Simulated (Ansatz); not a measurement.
`C[Si]Br` + H₂ → `C[SiH]` + HBr at 400 K and 1 bar (hydrogenolysis of the Si–Br bond).

Isolated molecules relaxed with PBE0-D4/def2-TZVP in Ansatz; ΔE leaves out vibrations. CCSD(T)/CBS adds triple-zeta CCSD(T) − MP2 to the extrapolated MP2 energy (def2 sets, frozen cores). This one scheme is used for every species. For Br outer-core shells are correlated without core-valence functions, which leaves a few kJ/mol of doubt a bond. Scalar relativity is left out up to krypton.

```
  species  CCSD(T)/CBS energy (Eh)  H − E (kJ/mol)  S (J/(mol·K))
`C[Si]Br`              -2902.25975           118.6          331.0
       H₂                 -1.17544            38.0          139.0
 `C[SiH]`               -329.46712           128.7          279.3
      HBr              -2573.91920            27.6          207.2
```

H − E and S are ideal-gas, rigid-rotor, harmonic terms from PBE0-D4/def2-TZVP. The MP2-based limit puts H₂ 0.8 mEh under its directly extrapolated value; such offsets cancel only in part. 1 Eh = 2625.50 kJ/mol, R = 8.31446 J/(mol·K).

Q: By hand: ΔE, ΔH, ΔS and ΔG.

A: ΔE = (-329.46712) + (-2573.91920) − (-2902.25975) − (-1.17544) = 0.04887 Eh = 128.3 kJ/mol. Δ(H − E) = 128.7 + 27.6 − 118.6 − 38.0 = -0.3, so ΔH = 128.0 kJ/mol. ΔS = 279.3 + 207.2 − 331.0 − 139.0 = 16.5 J/(mol·K). ΔG = 128.0 − 400 × (16.5)/1000 = 121.4 kJ/mol.

Q: By hand: the equilibrium constant, and the temperature at which ΔG would vanish if ΔH and ΔS stayed fixed.

A: log₁₀ K = −ΔG/(RT ln 10) = -15.9. ΔG = 0 at ΔH/ΔS = 7758 K, far beyond where these terms or the molecules hold.

ΔH outweighs TΔS. A doubt of 5 kJ/mol in ΔE shifts log₁₀ K by 0.7 here. These are equilibria of isolated gas molecules and say nothing of rates. Largest T1 diagnostic: 0.012 (customary marks: 0.02 for closed shells, 0.045 for open ones).
